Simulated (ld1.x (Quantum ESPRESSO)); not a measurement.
Varying the TM potential for Ce

Base potential:

* Element: Ce (Z = 58)
* Generator: ld1.x (Quantum ESPRESSO) 7.5
* Type: norm-conserving Troullier–Martins (Kleinman–Bylander form)
* Functional: PBE
* Relativity: scalar-relativistic
* Frozen core: [Kr] 4d10 5s2
* Valence charge: 10
* Reference configuration: 4f1 5p6 5d1 6s1 6p1
* Partial waves: 5p (bound): rc 3.00 bohr; 5d (bound): rc 2.50 bohr; 4f (bound): rc 0.95 bohr; 6s (bound): rc 3.40 bohr
* Local potential: the s channel
* Core correction: none

Occupied shells without a wave of their own: 6p. They enter only through the test configuration that unscreens the potential.

All-electron outer shells of the reference configuration (PBE, scalar-relativistic, ld1.x):

```
shell  level (eV)  outermost node (bohr)  outermost maximum (bohr)
   4d     -111.62                   0.31                      0.66
   5s      -41.73                   0.75                      1.37
   5p      -24.34                   0.81                      1.55
   4f       -6.51                      –                      0.71
   6s       -4.37                   1.81                      3.68
   5d       -3.96                   0.92                      2.15
   6p       -1.87                   2.14                      4.84
```

Cutoffs, loose and tight: the cutoffs (Ry, on a coarse ladder) from which the occupation-weighted sum of valence levels, in a spherical-Bessel basis at the reference potential, stays within 10 and 1 mRy of its value at 400 Ry. They do not see the model core or the augmentation charge, which bear on the density cutoff. Test errors are all-electron minus pseudo excitation energies from the reference, over the configurations 4f1 5p6 5d1 6s2 6p0; 4f1 5p6 5d1 6s1 6p0; 4f1 5p6 5d1 6s0 6p0; 4f1 5p6 5d1 6s1.5 6p0; 4f0 5p6 5d1 6s2 6p0; 4f1 5p6 5d1.5 6s1.5 6p0; 4f0 5p6 5d0 6s0 6p0. A dash means not determined; rows that change the core or the reference have their own tests.

Cutoffs are not given where the Bessel-basis levels miss the radial ones by over 6 mRy, ghosts where they miss by over 20 mRy; a channel whose overlap is not positive is not tested.

```tsv
change	outcome	cutoff, loose	cutoff, tight	bound ghosts	largest test error (meV)
base	generated, misses its reference levels by 0.34 eV	260 Ry	over 300 Ry	none	+1812
core correction a·sin(br)/r model core inside 0.62 bohr	failed: run_pseudo: Errors in PS-KS equation	–	–	–	–
reference 4f1 5p6 5d0 6s0 6p0	failed: run_pseudo: Errors in PS-KS equation	–	–	–	–
local potential all-electron potential smoothed inside 0.90 bohr (lloc = -1)	failed: run_pseudo: Errors in PS-KS equation	–	–	–	–
wave 5p (bound): rc 3.00 bohr becomes 5p (bound): rc 3.32 bohr	generated, misses its reference levels by 0.34 eV	260 Ry	over 300 Ry	none	+1814
type PAW; waves now 6s (bound): rcut 2.95, rcutus 3.40 bohr; 6s channel at 1.65 Ry: rcut 2.95, rcutus 3.40 bohr; 5p (bound): rcut 2.60, rcutus 3.00 bohr; 6p (bound): rcut 2.60, rcutus 3.00 bohr; 5d (bound): rcut 2.15, rcutus 2.50 bohr; 5d channel at 0.05 Ry: rcut 2.15, rcutus 2.50 bohr; 4f (bound): rcut 0.85, rcutus 0.95 bohr; 4f channel at 0.6 Ry: rcut 0.85, rcutus 0.95 bohr; local potential all-electron potential smoothed inside 2.65 bohr (lloc = -2); core correction a·sin(br)/r model core, default radius (ld1.x builds one for every PAW set, though the input has nlcc=.false.); augmentation BESSEL, radius 0.75 bohr	failed: new_paw_hamiltonian: negative rho	–	–	–	–
core [Kr] 4d10 4f1, valence charge 11; reference 5s2 5p6 5d2 6s1 6p0; waves now 5p (bound): rc 1.95 bohr; 5d (bound): rc 2.85 bohr; 5s (bound): rc 2.70 bohr	generated, misses its reference levels by 1.34 eV	–	–	none	+3253
wave 6s (bound): rc 3.40 bohr becomes 6s (bound): rc 3.80 bohr	generated, misses its reference levels by 0.34 eV	260 Ry	over 300 Ry	none	+1837
functional PBEsol	generated, misses its reference levels by 0.35 eV	260 Ry	over 300 Ry	none	+1683
non-relativistic	generated, misses its reference levels by 0.37 eV	300 Ry	over 300 Ry	none	+1823
wave 5d (bound): rc 2.50 bohr becomes 5d (bound): rc 1.74 bohr	generated, misses its reference levels by 0.34 eV	260 Ry	over 300 Ry	none	+1798
```
